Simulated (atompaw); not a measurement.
# What one change does to a pseudopotential (In (Z = 49), PAW (atompaw))

| Property | Result |
| --- | --- |
| Element | indium (In) |
| Generator | atompaw 4.2.0.5 |
| Type | PAW |
| Functional | LDA (PW92) |
| Relativity | scalar-relativistic |
| Frozen core | [Ar] 3d10 4s2 |
| Valence charge | 19 |
| Reference configuration | 4p6 4d10 5s2 5p0.5 (charge +0.5) |
| Partial waves | 5s (bound): rc 2.05 bohr; 5s channel at -0.1 Ry: rc 2.05 bohr; 4p (bound): rc 1.60 bohr; 5p (bound): rc 2.05 bohr; 4d (bound): rc 1.45 bohr; 4d channel at -1.3 Ry: rc 2.05 bohr |
| Local potential | bessel scheme, radius 1.60 bohr |
| Core correction | smooth core density matched at 2.00 bohr |
| Augmentation charge | sinc compensation charge, radius 1.55 bohr; PAW radius 2.05 bohr; waves and projectors: custom rrkj vanderbiltortho |

Change: all radii scaled by about 1.07 (s 2.20, p 1.72, d 1.56 bohr); local potential bessel scheme, radius 1.72 bohr; augmentation sinc compensation charge, radius 1.66 bohr; PAW radius 2.20 bohr; waves and projectors: custom rrkj vanderbiltortho; core correction smooth core density matched at 2.16 bohr.

Cutoffs: the cutoffs (Ry, on a coarse ladder) from which the occupation-weighted sum of valence levels, in a spherical-Bessel basis at the reference potential, stays within 10 and 1 mRy of its value at 400 Ry; they do not see the model core or the augmentation charge, which bear on the density cutoff.

Question: What does the change do?

Answer: The potential gets softer (70 Ry and 110 Ry → 55 Ry and 100 Ry); neither file shows a bound ghost. A larger radius leaves more room for a smooth pseudo-wave, so fewer plane waves are needed.

| quantity | base | changed |
| --- | --- | --- |
| cutoff, loose | 70 Ry | 55 Ry |
| cutoff, tight | 110 Ry | 100 Ry |
| loose cutoff by channel (10 mRy a level) | s 6 Ry, p 30 Ry, d 45 Ry | s 6 Ry, p 25 Ry, d 40 Ry |
| bound ghosts | none | none |
| lowest overlap eigenvalue by channel | s 0.45, p 0.58, d 0.05 | s 0.40, p 0.61, d 0.07 |

 The cutoffs see the waves, projectors and local potential, not the compensation charge or the core.
